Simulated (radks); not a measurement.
Initial-state core-level shifts of neutral gadolinium when its valence configuration changes from [Xe] 4f7 5d1 6s2. Method: Dirac Kohn-Sham, PBE, spin-unpolarised, spherical densities, point nucleus; open shells are shared between the two j in proportion to 2j + 1; computed with a radial shooting solver on a logarithmic mesh with Libxc functionals. Shifts are changes of the shell-averaged eigenvalues in eV (positive: less bound).

valence                   1s       2p       5s      5p
4f6 5d2 6s2           -7.171   -7.738   -3.572  -2.800
4f7 6s2 6p1           -3.147   -3.228   -3.221  -3.050
4f7.5 5d1 6s1.5       +3.877   +4.151   +2.504  +2.089
4f8 6s2               +6.274   +6.722   +3.664  +2.962
4f7 5d1 6s1 6p1       -1.299   -1.283   -1.295  -1.281
4f6 6s2 6p2          -14.215  -15.000  -10.487  -9.296
4f6.5 5d1.5 6s1 6p1   -4.779   -5.032   -3.080  -2.687
4f7 5d2 6s1           +1.329   +1.401   +1.437  +1.331
4f7 5d1 6s1.5 6p0.5   -0.663   -0.655   -0.661  -0.655
